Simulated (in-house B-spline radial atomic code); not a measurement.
# BP86 excitations of Zn²⁺

Method: BP86. Computed with a B-spline radial code for spherical atoms: linear response of the closed shell [Ar] 3d10 with the functional's adiabatic kernel; non-relativistic, point nucleus, no spin-orbit coupling, no double excitations, S, P, D and F terms only. Only terms of natural parity with L up to 3 were computed.

Without relativity these are model numbers for so heavy an element.

Command:
```bash
python run_td.py task.json out
```
Settings (radii: box in bohr, nucleus in fm):
```
Z                        30
electrons                28
configuration            [Ar] 3d10
hamiltonian              nr
method                   b88,p86
box_radius               29.48
intervals                55
```

Run time, properties included: 1.3 s on 1 thread of Arm Neoverse N1, on a shared host.

The lowest states, in the order of their Tamm-Dancoff energies; the method's threshold (minus the highest occupied level) is 31.16 eV. Labels give the largest channel, * marks a mixed state, and oscillator strengths are full-response dipole values. Semilocal kernels can invert the small singlet-triplet splittings of Rydberg terms. Energies in eV:

| state | full response | Tamm-Dancoff | oscillator strength |
| --- | --- | --- | --- |
| 3d → 4s 3D | ? | ? | - |
| 3d → 4s 1D | 8.817 | 8.827 | - |
| 3d → 4p 3P | 15.342 | 15.373 | - |
| 3d → 4p 3F | 15.425 | 15.449 | - |
| 3d → 4p 1F | 15.643 | 15.652 | - |
| 3d → 4p 1P | 16.422 | 16.490 | 0.466 |
| 3d → 5s 3D | 22.866 | 22.870 | - |
| 3d → 5s 1D | 22.947 | 22.948 | - |
| 3d → 4d 3S | ? | ? | - |
| 3d → 4d 3D | 23.821 | 23.825 | - |
| 3d → 4d 1D | 23.953 | 23.961 | - |
| 3d → 5p 3P | 24.723 | 24.728 | - |
| 3d → 5p 3F | 24.730 | 24.734 | - |
| 3d → 5p 1F | 24.782 | 24.783 | - |
| 3d → 5p 1P | 24.941 | 24.955 | 0.0493 |
| 3d → 4d 1S | 24.892 | 25.029 | - |
| 3d → 6s 3D | 27.019 | 27.021 | - |
| 3d → 6s 1D | 27.048 | 27.049 | - |

(1) Where does 3d → 4s 3D lie?

(2) Where does 3d → 4d 3S lie?

(3) How large is the singlet-triplet splitting of 3d → 4s (D terms) in Tamm-Dancoff?

(4) What polarisabilities and dispersion coefficient does the method give?

Answers

(1) At 8.266 eV in full response, 8.300 eV in Tamm-Dancoff.

(2) At 23.590 eV in full response, 23.608 eV in Tamm-Dancoff.

(3) 0.527 eV, from the unrounded values.

(4) Dipole 2.925 bohr³, quadrupole 9.802 bohr⁵, C6 7.868 hartree·bohr⁶ for two such species.
